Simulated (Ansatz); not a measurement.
`[SiH3][O][Mg][Cl]` + H₂ → `[MgH][Cl]` + `O[SiH3]` at 600 K and 1 bar (hydrogenolysis of a Mg–O bond).

Isolated molecules relaxed with PBE0-D4/def2-TZVP in Ansatz; ΔE leaves out vibrations. CBS: MP2 limit from def2 TZ/QZ plus the TZ coupled-cluster correction, frozen cores. This one scheme is used for every species. For Mg outer-core shells are correlated without core-valence functions, which leaves a few kJ/mol of doubt a bond. Each species was taken in one conformer, which may not be the lowest.

```csv
species,CCSD(T)/CBS energy (Eh),H − E (kJ/mol),S (J/(mol·K))
`[SiH3][O][Mg][Cl]`,-1025.89888,132.1,412.9
H₂,-1.17544,43.9,150.8
`[MgH][Cl]`,-660.33122,43.8,276.1
`O[SiH3]`,-366.69042,135.7,307.9
```

H − E and S are ideal-gas, rigid-rotor, harmonic terms from PBE0-D4/def2-TZVP, for one conformer and one mirror image of each species. The MP2-based limit puts H₂ 0.8 mEh under its directly extrapolated value; such offsets cancel only in part. 1 Eh = 2625.50 kJ/mol, R = 8.31446 J/(mol·K).

Question: By hand: ΔE, ΔH, ΔS and ΔG.

Answer: ΔE = (-660.33122) + (-366.69042) − (-1025.89888) − (-1.17544) = 0.05268 Eh = 138.3 kJ/mol. Δ(H − E) = 43.8 + 135.7 − 132.1 − 43.9 = 3.5, so ΔH = 141.8 kJ/mol. ΔS = 276.1 + 307.9 − 412.9 − 150.8 = 20.3 J/(mol·K). ΔG = 141.8 − 600 × (20.3)/1000 = 129.6 kJ/mol.

Question: By hand: the equilibrium constant, and the temperature at which ΔG would vanish if ΔH and ΔS stayed fixed.

Answer: log₁₀ K = −ΔG/(RT ln 10) = -11.3. ΔG = 0 at ΔH/ΔS = 6985 K, far beyond where these terms or the molecules hold.

ΔH outweighs TΔS. A doubt of 5 kJ/mol in ΔE shifts log₁₀ K by 0.4 here. Other conformers and mirror images would add mixing entropy, several J/(mol·K) or more a flexible species. Modes under 60 cm⁻¹, often nearly free rotors, make the harmonic entropy too high. These are equilibria of isolated gas molecules and say nothing of rates. Largest T1 diagnostic: 0.011 (customary marks: 0.02 for closed shells, 0.045 for open ones).
